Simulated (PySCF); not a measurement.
Species: C8H9F3N (charge +1).
Bonds: C1–C2, C2–C3 (aromatic), C3–C4 (aromatic), C4–C5 (aromatic), C5–C6, C6–F7, C6–F8, C6–F9, C5–N10 (aromatic), N10–C11, N10–C12 (aromatic), C2–C12 (aromatic). Hydrogens: H13, H14, H15 on C1; H16 on C3; H17 on C4; H18, H19, H20 on C11; H21 on C12.

Probes without a nucleus sit at each ring's centroid and 1 Å off its mean plane on both sides; NICS is minus the shielding there, NICSzz its component along the normal. Level: GIAO PBE0/pcSseg-1 (PySCF, non-relativistic, gas phase) on the GFN2-xTB geometry, one conformer.

Ring bond lengths (Å), with Mayer bond orders in brackets: C2–C3 1.396 (1.36), C3–C4 1.386 (1.41), C4–C5 1.385 (1.38), C5–N10 1.349 (1.12), N10–C12 1.335 (1.23), C12–C2 1.392 (1.37).

Q: What do the NICS probes read (ppm)?

A: 
| ring | type | NICS(0) | NICS(1), two faces | NICS(1)zz, two faces | rms pucker (Å) | centre to ring atoms, mean (Å) |
| --- | --- | --- | --- | --- | --- | --- |
| C2–C3–C4–C5–N10–C12 | 6-membered ring with N; formal bonds all aromatic | -8.4 | -10.7 / -10.8 | -25.5 / -25.8 | 0.00 | 1.37 |

Q: What can be read from them?

A: 
- C2–C3–C4–C5–N10–C12: mean NICS(1)zz -25.6 ppm, shielded. The ring is flat and has no four-coordinate atom; by the NICS criterion it is aromatic.

Q: What does the geometric index give? HOMA takes Krygowski's 1993 parameters.

A: 
- C2–C3–C4–C5–N10–C12: HOMA 0.99; the largest term is that of C5–N10, α(R − Ropt)² = 0.02. The geometric and the magnetic index point the same way.

Q: Give the inner angles of the rings and the Hirshfeld charges of the ring atoms.

A: 
- C2–C3–C4–C5–N10–C12: C2 117.1° (+0.053 e), C3 119.6° (+0.029 e), C4 119.8° (-0.007 e), C5 120.6° (+0.065 e), N10 119.7° (+0.070 e), C12 123.1° (+0.075 e); sum 720.0° against 720° for a flat convex ring.

Q: How shielded are the nuclei of the rings and their hydrogens (means over atoms taken as equivalent)?

A: 
```tsv
atoms	environment	σ isotropic (ppm)	principal values of the symmetric part, first atom (ppm)
C2	substituted aromatic carbon	30.8	-66.1, -15.9, 174.5
C3	aromatic CH carbon	28.7	-82.8, -4.0, 173.1
C4	aromatic CH carbon	50.9	-53.9, 26.6, 180.1
C5	substituted aromatic carbon	39.8	-46.2, 25.7, 140.0
N10	pyridinium-type nitrogen	42.7	-98.1, 3.8, 222.4
C12	aromatic CH next to a ring nitrogen	34.5	-53.8, 33.2, 123.9
H16	aromatic hydrogen	22.67	19.2, 21.6, 27.3
H17	aromatic hydrogen	22.84	17.9, 22.0, 28.5
H21	aromatic hydrogen	23.24	17.9, 22.6, 29.3
```

The values belong to the conformer `[CH3:1][c:2]1[cH:3][cH:4][c:5]([C:6]([F:7])([F:8])[F:9])[n+:10]([CH3:11])[cH:12]1`: C4–C5–C6–F7 -121°.
